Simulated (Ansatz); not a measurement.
One change: `N#C[Si](Cl)(Cl)C#N` becomes `C[Si](Cl)(Cl)C#N`.

Ansatz, PBE0-D4/def2-TZVP geometries, multiplicity 1. 

```tsv
property	`N#C[Si](Cl)(Cl)C#N`
HOMO–LUMO gap (PBE/def2-TZVPP) / eV	5.80
LUMO energy (PBE0/def2-TZVPP) / eV	-2.27
HOMO–LUMO gap (B3LYP/def2-TZVPP) / eV	7.67
HOMO energy (PBE0/def2-TZVPP) / eV	-10.42
size of the dipole moment (ωB97M-V/def2-TZVPP) / D	2.88
HOMO–LUMO gap (ωB97M-V/def2-TZVPP) / eV	12.54
```

(1) Give the same properties after the change, and the shifts. (Estimate.)

Answers

(1) Ansatz gave: 
```csv
property,`C[Si](Cl)(Cl)C#N`,shift
HOMO–LUMO gap (PBE/def2-TZVPP) / eV,6.27,0.47
LUMO energy (PBE0/def2-TZVPP) / eV,-0.98,1.29
HOMO–LUMO gap (B3LYP/def2-TZVPP) / eV,8.22,0.55
HOMO energy (PBE0/def2-TZVPP) / eV,-9.66,0.76
size of the dipole moment (ωB97M-V/def2-TZVPP) / D,3.54,0.66
HOMO–LUMO gap (ωB97M-V/def2-TZVPP) / eV,13.07,0.53
```

With PBE0 the HOMO rises by 0.76 eV and the LUMO rises by 1.29 eV, so the gap widens by about 0.53 eV. PBE moves the HOMO by 0.77 eV and ωB97M-V by 0.75 eV. The zero-point energy changes by 74.2 kJ/mol with +6 modes. Dipoles are sizes alone; their direction can turn.

B3LYP here is the variant with VWN-RPA as its local correlation; programs differ in this.
